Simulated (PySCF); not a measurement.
This PySCF input asks for the NMR shieldings of SMILES C[C](C)(C)[AlH2], C₄H₁₁Al; the geometry comes from GFN2-xTB.

```python
import basis_set_exchange as bse
import numpy as np
from pyscf import gto, dft
from pyscf.prop import nmr

atoms = """
C     0.223158   -0.966177    1.196055
C    -0.016199   -0.031989   -0.000266
C    -0.435015    1.362479    0.494211
C    -1.159603   -0.618037   -0.848533
Al    1.694899    0.248433   -1.054973
H     0.943870   -0.528165    1.888164
H    -0.703698   -1.157519    1.739766
H     0.623153   -1.923238    0.855500
H     0.303392    1.757073    1.195038
H    -0.498061    2.057019   -0.348165
H    -1.405710    1.338926    0.991576
H    -2.069080   -0.730143   -0.254831
H    -0.883945   -1.598854   -1.237517
H    -1.383223    0.032927   -1.694892
H     2.027135    1.647885   -1.638345
H     2.731329   -0.881675   -1.294198
"""
names = dict.fromkeys(["C", "Al", "H"], "pcSseg-1")
basis = {el: gto.basis.parse(bse.get_basis(n, elements=[el], fmt="nwchem")) for el, n in names.items()}
mol = gto.M(atom=atoms, basis=basis, charge=0, verbose=0)
mf = dft.RKS(mol, xc="PBE0")
mf.grids.level = 2
mf.grids.alignment = dft.numint.BLKSIZE   # the property module wants whole blocks of grid points
mf.conv_tol = 1e-9
mf.kernel()

calc = nmr.RKS(mf)   # GIAO
C = mf.mo_coeff
Co = C[:, mf.mo_occ > 0]
resp = mf.gen_response(singlet=True, hermi=2)
def vind(x):   # induced exchange potential for any number of trial vectors
    d = np.einsum("pi,xij,qj->xpq", C, 2 * x.reshape(-1, C.shape[1], Co.shape[1]), Co, optimize=True)
    return np.einsum("xpq,pi,qj->xij", resp(d - d.transpose(0, 2, 1)), C, Co, optimize=True).ravel()
mo1, _ = nmr.rhf.solve_mo1(calc, with_cphf=vind)
sigma = calc.kernel(mo1)
for i, s in enumerate(sigma):   # ppm
    w = np.linalg.eigvalsh((s + s.T) / 2)
    print("%2d %-2s iso %8.1f  s11 %8.1f  s22 %8.1f  s33 %8.1f" % (i, mol.atom_pure_symbol(i), w.mean(), *w))
```

Question: Give the expected output.

Answer: 
```
 0 C  iso    156.6  s11    142.3  s22    142.8  s33    184.8
 1 C  iso    160.9  s11    148.6  s22    160.9  s33    173.3
 2 C  iso    154.4  s11    140.0  s22    141.0  s33    182.0
 3 C  iso    158.8  s11    142.3  s22    147.6  s33    186.3
 4 Al iso    263.5  s11    205.1  s22    232.9  s33    352.7
 5 H  iso     30.6  s11     26.7  s22     28.1  s33     37.0
 6 H  iso     30.8  s11     27.9  s22     28.6  s33     36.0
 7 H  iso     30.1  s11     25.9  s22     27.6  s33     36.6
 8 H  iso     30.5  s11     26.7  s22     27.9  s33     36.8
 9 H  iso     29.9  s11     25.9  s22     27.5  s33     36.4
10 H  iso     30.7  s11     27.7  s22     28.6  s33     35.9
11 H  iso     30.9  s11     28.2  s22     28.5  s33     36.1
12 H  iso     30.4  s11     26.1  s22     28.0  s33     37.1
13 H  iso     30.5  s11     26.3  s22     28.1  s33     37.1
14 H  iso     26.2  s11     24.1  s22     24.4  s33     30.2
15 H  iso     26.2  s11     24.0  s22     24.2  s33     30.4
```

These numbers come from an equivalent density-fitted implementation of the same equations, which agrees with the script to about 0.01 ppm for H and up to a few tenths of a ppm for heavy atoms, so last digits may differ.

Size and cost of the density-fitted run: 147 basis functions, 12 s wall time on 1 thread of an Arm Neoverse V2, shared host.
